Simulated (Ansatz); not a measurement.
Isolated molecules relaxed with PBE0-D4/def2-TZVP in Ansatz; ΔE leaves out vibrations. CBS: MP2 limit from def2 TZ/QZ plus the TZ coupled-cluster correction, frozen cores. This one scheme is used for every species, atoms too. No spin–orbit coupling; open shells (•) take unrestricted orbitals. Spin–orbit coupling would lower the free atoms: a little for B, C, F, Si. One conformer a species, not always the lowest.

`FB(F)C[SiH3]` → B• + C• + 2 F• + 5 H• + Si•  (atomization)

`FB(F)C[SiH3]`:

Cartesian coordinates in Å:
```
F 1.477 -1.849 -0.672
B 0.386 -1.507 -0.005
F 0.130 -2.207 1.089
C -0.514 -0.332 -0.454
Si 0.030 1.317 0.283
H -1.548 -0.491 -0.138
H -0.485 -0.214 -1.541
H -0.019 1.256 1.767
H -0.877 2.395 -0.189
H 1.419 1.633 -0.140
```

```csv
species,CCSD(T)/def2-TZVPP energy (Eh)
`FB(F)C[SiH3]`,-554.50292
B•,-24.59791
C•,-37.78103
F•,-99.62506
H•,-0.49981
Si•,-288.92770
```

(1) Work out ΔE.

Largest T1 diagnostic among the species: 0.014.

Answers

(1) ΔE = 5 × (-0.49981) + 2 × (-99.62506) + (-24.59791) + (-37.78103) + (-288.92770) − (-554.50292) = 1.44711 Eh = +3799.4 kJ/mol. CCSD(T)/CBS gives +3884.2 kJ/mol.

The D4 term adds +28.5 kJ/mol with B3LYP and +14.9 kJ/mol with PBE0; it sums over pairs of atoms, weighted by their polarisabilities, and B3LYP, whose exchange is more repulsive, gets the larger term. From PBE to PBE0 (25 % exact exchange), in def2-TZVPP and without D4, ΔE moves by −49.8 kJ/mol: exact exchange takes away binding that semilocal exchange gives to molecules.

B3LYP here is the variant with VWN-RPA as its local correlation; programs differ in this.

For atomizations the MP2-based limit and the directly extrapolated one differ by several kJ/mol either way, and by 10 to 25 for some Ge, Se and Sn compounds, so smaller differences from it don't rank the levels.
